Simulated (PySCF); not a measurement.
```xyz
3
charge 0 multiplicity 2, angstrom
Zr    0.1853    0.0000   -0.1718
O    -1.1469    0.0000    0.9162
H     1.6631    0.0000    0.9539
```

All numbers come from UPBE0 in PySCF with Zr def2-TZVP with ECP28, O def2-TZVP, H def2-TZVP; scalar-relativistic core potentials, no spin–orbit coupling; density-fitted integrals.

This geometry of HZrO is a stationary point at this level.

Task: What is the point group?

Result: Cs.

Task: Is it a minimum?

Result: Yes: all harmonic wavenumbers are real.

Task: List the harmonic modes with their infrared intensities.

Result: 
```csv
symmetry,ω (cm⁻¹),IR (km/mol),type
a',523,44.3,bend
a',995,237,stretch
a',1648,329,stretch
```

Task: Give the atomic charges and bond orders.

Result: 
```csv
atom,Mulliken,Löwdin,polar tensor,spin (Mulliken),Mayer order to Zr1
Zr1,0.72,0.44,1.27,1.08,–
O2,-0.55,-0.30,-0.88,-0.06,2.22
H3,-0.17,-0.14,-0.39,-0.02,0.96
```

Task: What is the atomisation energy, with and without zero-point energy?

Result: 1028 kJ/mol without, 1009 kJ/mol with.

This need not be the most stable arrangement of these atoms. Other spin states or occupations of the open shell can lie lower.
